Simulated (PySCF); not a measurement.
Work out the structure from these simulated measurements.

Formula: C8H9PS.

* Rotational structure: rotational constants A, B, C: 2.058, 0.812, 0.697 GHz [GFN2-xTB]
* NMR, other nuclei: isotropic shieldings of nuclei other than C and H, by class: 371 (1 P), 265 (1 S) ppm [GIAO PBE0/pcSseg-1]
* Dipole: 0.80 D [PBE0/pcSseg-1]
* 1H NMR: chemical shifts (computed TMS as zero) by class: 7.58 (1 H), 7.16 (1 H), 6.98 (1 H), 6.30 (2 H), 2.80 (4 H) ppm [GIAO PBE0/pcSseg-1]
* 13C NMR: chemical shifts (computed TMS as zero) by class: 154.9 (1 C), 141.9 (1 C), 139.3 (2 C), 138.7 (1 C), 129.3 (1 C), 43.3 (2 C) ppm [GIAO PBE0/pcSseg-1]

Gas-phase values; electronic properties from PySCF, density fitting. Levels stand in brackets. Geometry: GFN2-xTB, one conformer, isolated molecule. NMR classes are plain means over equivalent atoms (diastereotopic ones count apart unless rotation or inversion swaps them), as if these changed places fast.

Question: Propose a structure and show how it fits.

Answer: Numbering: `[CH:1]1=[CH:2][CH2:3][P:4]([c:5]2[cH:6][cH:7][cH:8][s:9]2)[CH2:10]1`. 8 carbons fall into 6 classes; from least to most shielded: substituted aromatic carbon [C5] (154.9 ppm), aromatic CH carbon [C6] (141.9 ppm), alkene CH carbon [C1/C2] (139.3 ppm, 2 C), aromatic CH next to a ring sulfur [C8] (138.7 ppm), aromatic CH carbon [C7] (129.3 ppm), ring sp3 carbon bound to phosphorus [C3/C10] (43.3 ppm, 2 C). Hydrogen classes from least to most shielded: 1 H on an aromatic CH carbon, C6 (7.58 ppm), 1 H on an aromatic CH next to a ring sulfur, C8 (7.16 ppm), 1 H on an aromatic CH carbon, C7 (6.98 ppm), 2 H on 2 alkene CH carbons, C1/C2 (6.30 ppm), 4 H on 2 like atoms (sp3 carbon bound to phosphorus), C3/C10 (2.80 ppm). The other shieldings belong to: 371 ppm, phosphine phosphorus [P4]; 265 ppm, thiophene-type sulfur [S9]. The optimised geometry has point group Cs and is an asymmetric top. Structure: `C1=CCP(c2cccs2)C1`. Computed isomers that give other values at the same levels: `C=Cc1pc(C2CC2)cs1` (13C chemical shifts (computed TMS as zero) by class: 193.7 (1 C), 175.3 (1 C), 140.6 (1 C), 128.8 (1 C), 117.2 (1 C), 17.4 (2 C), 15.8 (1 C) ppm); `C#Cc1pcc(C(C)C)s1` (13C chemical shifts (computed TMS as zero) by class: 178.6 (1 C), 168.3 (1 C), 146.2 (1 C), 103.2 (1 C), 83.5 (1 C), 40.3 (1 C), 30.5 (2 C) ppm); `C#CCP(C)c1cccs1` (13C chemical shifts (computed TMS as zero) by class: 156.5 (1 C), 141.6 (1 C), 140.0 (1 C), 130.9 (1 C), 85.5 (1 C), 76.0 (1 C), 29.2 (1 C), 21.9 (1 C) ppm). The assignments are read from this structure; whether some other isomer fits the data as well wasn't checked.
